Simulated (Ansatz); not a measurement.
A calculation with Ansatz (development build ahead of 0.2.0).

```yaml
crystal:
  periodic: [false, false, false]
  atoms:
    - { symbol: H, position_ang: [-0.08117, 0.02032, -1.54524] }
    - { symbol: H, position_ang: [0.03536, -0.06249, -0.78039] }
    - { symbol: H, position_ang: [0.05645, 0.05673, 0.90996] }
    - { symbol: H, position_ang: [0.04291, 0.08715, 1.57624] }
basis:
  gaussian: { orbitals: "6-31G" }
hamiltonian:
  xc: hf
output:
  forces: true
```

The input is written out in the form of the current development build from the run's settings.

Results

```yaml
Converged: yes
Total_energy: -2.24399 hartree
```

Forces (eV/Å):
```tsv
atom	Fx	Fy	Fz
H1	0.261	-0.195	1.582
H2	-0.272	0.175	-2.009
H3	0.067	-0.124	-2.723
H4	-0.056	0.143	3.150
```
